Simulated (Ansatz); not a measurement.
CH₃BrSSn (`C[S][Sn][Br]`), 7 atoms. Total charge 0; spin multiplicity 1. Correlated methods include outer-core shells of Br, Sn, which these sets cover unevenly. Scalar relativity is left out up to krypton. Sn: def2 effective core potential. All runs use 4 threads of an Intel Xeon Platinum 8488C on a shared host. Correlated methods freeze the cores.

(1) Give the basis size and wall time and peak host memory of each of these runs in Ansatz. RKS r2SCAN0-D4/def2-TZVPP energy; RKS PBE0-D4/def2-TZVP relaxation (6 steps); RHF-MP2/def2-QZVPP energy; RKS ωB97M-V/def2-SVP energy; direct RPA on PBE orbitals/def2-TZVPP energy; RKS PBE0-D4/def2-SVP energy; RKS ωB97M-V/def2-QZVPP energy; RHF-CCSD(T)/def2-SVP energy; RKS B2PLYP (frozen core)/def2-TZVPP energy; RKS PBE0-D4/def2-QZVPP energy; RKS SPW92 (LDA)/def2-TZVPP energy; RKS B97M-V/def2-TZVPP energy. (An estimate is asked.)

Results:

(1) The calculation gave: Other jobs shared the machine, so times are rough.

```csv
level,job,functions,wall time,peak host memory (GiB)
RKS SPW92 (LDA)/def2-TZVPP,energy,213,1 s,0.31
RKS PBE0-D4/def2-SVP,energy,105,1.1 s,0.41
RKS r2SCAN0-D4/def2-TZVPP,energy,213,3.5 s,0.76
direct RPA on PBE orbitals/def2-TZVPP,energy,213,3.7 s,0.54
RKS B2PLYP (frozen core)/def2-TZVPP,energy,213,4 s,0.62
RKS ωB97M-V/def2-SVP,energy,105,4.4 s,0.41
RHF-CCSD(T)/def2-SVP,energy,105,4.6 s,0.5
RKS B97M-V/def2-TZVPP,energy,213,6.5 s,0.4
RKS PBE0-D4/def2-QZVPP,energy,388,7.5 s,1.6
RKS ωB97M-V/def2-QZVPP,energy,388,13 s,1.9
RHF-MP2/def2-QZVPP,energy,388,14 s,1.9
RKS PBE0-D4/def2-TZVP,relaxation (6 steps),184,22 s,0.59
```
